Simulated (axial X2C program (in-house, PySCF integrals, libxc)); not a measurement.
## LiSn: cheaper levels and CCSD(T), two-component

Calculated with an axial X2C code built on PySCF integrals. Two-component (2c) means X2C with spin–orbit coupling and atomic mean-field two-electron Coulomb and Gaunt terms. Basis: Sn dyall-cv3z [11s12p9d4f1g], Li dyall-cv3z [7s8p2d] (cores contracted in-house); Gaussian nuclei, density fitting, unrestricted open shells. Masses: Sn 119.902 u, Li 7.016 u.

State: Ω = 3/2 (⟨Sz⟩ = 1.47, ⟨Lz⟩ = 0.03 at HF); fragments Sn + Li.

| level | Re (Å) | ωe (cm⁻¹) |
| --- | --- | --- |
| PBE0 | 2.585 | 363.2 |
| HF | 2.626 | 357.2 |
| MP2 | 2.598 | 365.7 |
| CCSD | 2.606 | 363.2 |
| r2SCAN | 2.594 | 361.0 |
| PBE50 | 2.576 | 372.2 |

Correlated methods: 15 electrons correlated (number of frozen shells: Sn 4 s, 3 p, 1 d; Li 1 s), 233 virtual spin orbitals or spinors in MP2, 131 natural virtuals in coupled cluster.

CCSD(T), same Hamiltonian and basis:

Re = 2.608 Å, ωe = 362.5 cm⁻¹; T1 = 0.013 (Lee–Taylor normalisation).

Give the differences from CCSD(T) in the columns below.



| level | ΔRe (Å) | Δωe (cm⁻¹) |
| --- | --- | --- |
| PBE0 | -0.023 | 1 |
| HF | 0.018 | -5 |
| MP2 | -0.010 | 3 |
| CCSD | -0.002 | 1 |
| r2SCAN | -0.014 | -2 |
| PBE50 | -0.032 | 10 |

One determinant describes the state; a PBE0 search over occupations chose it and may have missed a lower one. De is not given where an atomic determinant may have missed its ground term or J level, or where the truncated virtual space spoils (T). Density functionals use the spin component along the axis (collinear). Coupled cluster ran in a truncated set of natural virtual spinors; the MP2 energy of the rest was added. (T) has no such correction and the atoms are truncated less, which lowers De at CCSD(T) by a hundredth of an eV or more. PBE0 can misorder states that lie within some tenths of an eV, so this need not be the ground state of the molecule. The nearest other 2c determinant of the search, Ω = 1/2, lies 0.32 eV up at the distance of the search. The functionals have no current-density term, which raises determinants with orbital currents, atoms included. With several unpaired electrons one determinant need not be a pure state. Some points did not converge and are left out. This is the top spin component of a Σ state; components of lower Ω are not single determinants and can lie lower. The stretched end of a curve changes character and is left out.
